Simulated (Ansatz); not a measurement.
One geometry of Zn₁₀O₁₀⁺, several levels of theory.

```yaml
crystal:
  periodic: [false, false, false]
  atoms:
    - {symbol: Zn, position_ang: [-2.191094, -2.167456, -0.862745]}
    - {symbol: Zn, position_ang: [-1.969024, 1.023182, -0.923332]}
    - {symbol: Zn, position_ang: [-2.699780, -0.467436, 1.146944]}
    - {symbol: Zn, position_ang: [-1.251987, 2.641880, 1.448972]}
    - {symbol: Zn, position_ang: [0.873840, -2.391856, -1.139558]}
    - {symbol: Zn, position_ang: [-0.462906, -2.848870, 1.065938]}
    - {symbol: Zn, position_ang: [2.409027, -1.161659, 0.797619]}
    - {symbol: Zn, position_ang: [1.182638, 0.816420, -1.641598]}
    - {symbol: Zn, position_ang: [0.713334, 3.141749, -0.341259]}
    - {symbol: Zn, position_ang: [3.145048, 1.430790, 0.265133]}
    - {symbol: O, position_ang: [-3.051579, -0.517572, -0.918342]}
    - {symbol: O, position_ang: [-0.749088, -3.319102, -1.034024]}
    - {symbol: O, position_ang: [-2.216266, -2.255603, 1.306652]}
    - {symbol: O, position_ang: [-0.406040, 1.863828, -1.464323]}
    - {symbol: O, position_ang: [-2.495064, 1.395986, 1.057147]}
    - {symbol: O, position_ang: [0.058446, 3.827349, 1.246559]}
    - {symbol: O, position_ang: [1.920662, -0.846273, -1.272931]}
    - {symbol: O, position_ang: [1.383167, -2.723471, 0.851161]}
    - {symbol: O, position_ang: [3.474517, 0.170758, 1.476790]}
    - {symbol: O, position_ang: [2.332151, 2.387366, -1.064802]}
basis:
  gaussian: {orbitals: def2-SVP, fitting: {mean_field: def2-universal-jkfit}}
total_charge: 1
magnetization: {spin_polarized: true, initial_magnetization: 1}
hamiltonian: {xc: pbe0, dispersion: d4}
scf: {omitted_lower_state_checks: [starts]}
output: {orbitals: {seedname: orbitals}}
```

The file start.molden holds the orbitals of an earlier run on this structure, at another level or in another basis.

```sh
$ ansatz run in.yaml --threads 2 --pin off --events-out ev --progress --plain --max-ram 32768MiB --backend cuda --devices 0, --max-vram 18GiB
```

Shortened log:

```
Functional definition: PBE0
3410 factors; integrals over basis functions are off by at most 8.9e-2 eV
mean field evaluation 1: about -504418.7064 eV, gradient 1.5e2 eV
mean field evaluation 2: about -504045.7068 eV, gradient 3.1e2 eV
mean field evaluation 4: about -504483.0343 eV, gradient 5.9e1 eV
mean field evaluation 8: about -504496.0283 eV, gradient 2.1e1 eV
mean field evaluation 16: about -504498.1839 eV, gradient 2.8e0 eV
mean field evaluation 32: about -504498.2267 eV, gradient 9.6e-6 eV
mean field -504498.22669634 eV, -18539.9678699103 hartree, gradient 5.9e-6 eV, S^2 0.761905; 0 other end points of the search recorded, 0 dependent functions left out
reference -504498.22677589 eV, -18539.9678728337 hartree; 190, 189 occupied and 260, 261 virtual orbitals, 3410 factors
Total energy: -504499.42196308 eV, -18540.0117951530 hartree
Checks for a lower state left out: starts
```

It took 39 s on 2 threads of AMD EPYC 7R13 on a shared host and a share (18 GiB) of an NVIDIA H100 80GB HBM3, peak host memory 1.1 GiB.

First input, but with `gaussian: {orbitals: def2-SVP, fitting: {mean_field: def2-universal-jkfit}, initial_orbitals: start.molden}`, `hamiltonian: {xc: lda}` (abridged; 10 s):

```
Functional definition: SPW92
mean field evaluation 16: about -503658.1935 eV, gradient 2.3e-6 eV
mean field -503658.19353724 eV, -18509.0972207086 hartree, gradient 2.3e-6 eV, S^2 0.752322
Total energy: -503658.19363144 eV, -18509.0972241704 hartree
Checks for a lower state left out: starts
```

The first input with `gaussian: {orbitals: def2-SVP, fitting: {mean_field: def2-universal-jkfit}, initial_orbitals: start.molden}`, `hamiltonian: {xc: pbe, dispersion: d4}` (abridged; 9.5 s):

```
Functional definition: PBE
mean field evaluation 16: about -504493.3584 eV, gradient 2.8e-6 eV
mean field -504493.35838073 eV, -18539.7889626117 hartree, gradient 2.8e-6 eV, S^2 0.752856
Total energy: -504494.70148763 eV, -18539.8383208800 hartree
Checks for a lower state left out: starts
```

Geometry: PBE-D4/def2-SVP, that of the neutral singlet.

Single mean-field runs in def2-SVP are fitted with def2-universal-jkfit. At LDA (SPW92)/def2-SVP, PBE-D4/def2-SVP the gap within one spin of the charge 1 doublet nearly closes, so an electron or hole may be smeared out by delocalisation error.
